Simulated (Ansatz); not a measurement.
Basis-set extrapolation for C2H5BClFSi, SMILES `F[C@@H]1B[Si@H](Cl)C1` (PBE0-D4/def2-TZVP geometry, frozen core, the Gaussian-basis code of Ansatz). Multiplicity 1, RHF reference.

```csv
,def2-TZVPP,def2-QZVPP
HF,-951.290243,-951.320677
MP2 correlation,-0.986959,-1.067757
CCSD(T) correlation,-1.081929,not run
```

Energies in hartree. Use E(X) = E(∞) + A·exp(−7.88·√X) for Hartree–Fock and E(X) = E(∞) + B·X^(−2.97) for correlation, with X = 3 and 4, and add CCSD(T) minus MP2 of the smaller set to the MP2 limit.

Question: What is the CCSD(T) energy at the basis-set limit?

Answer: HF limit: -951.320677 + (-0.030434) × 0.13774 = -951.32487. MP2 limit: -1.067757 + (-0.080798) × 0.74074 = -1.12761. Higher-order term: -1.081929 − (-0.986959) = -0.09497. Total: -952.54745 hartree, 4.77 eV below CCSD(T)/def2-TZVPP.
